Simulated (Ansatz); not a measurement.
Consider the ligand exchange at a B–N bond: `CNBCN` + CH₃OH → `COBCN` + CH₃NH₂.

Gas-phase electronic energies from Ansatz, PBE0-D4/def2-TZVP geometries. CCSD(T)/CBS adds triple-zeta CCSD(T) − MP2 to the extrapolated MP2 energy (def2 sets, frozen cores). This one scheme is used for every species. Functionals use def2-TZVPP. B3LYP here is the variant with VWN-RPA as its local correlation; programs differ in this. Each species was taken in one conformer, which may not be the lowest.

```tsv
level	ΔE (kJ/mol)	difference from CCSD(T)/CBS
PBE0-D4	-0.6	2.6
B2PLYP	-5.6	-2.4
PBE	-0.7	2.5
r2SCAN	-4.2	-1.0
B3LYP	-5.9	-2.7
MP2/def2-TZVPP	-2.7	0.5
CCSD(T)/def2-TZVPP	-4.0	-0.8
HF/def2-QZVPP	-14.3	-11.1
MP2/def2-QZVPP	-2.4	0.8
HF/CBS(def2)	-14.4	-11.2
CCSD(T)/CBS	-3.2	0
```

Largest T1 diagnostic among the species: 0.012.

In def2-TZVPP, CCSD(T) changes the Hartree–Fock value by +9.8 kJ/mol (the triples alone add +1.1 kJ/mol) and MP2 by +11.1 kJ/mol.
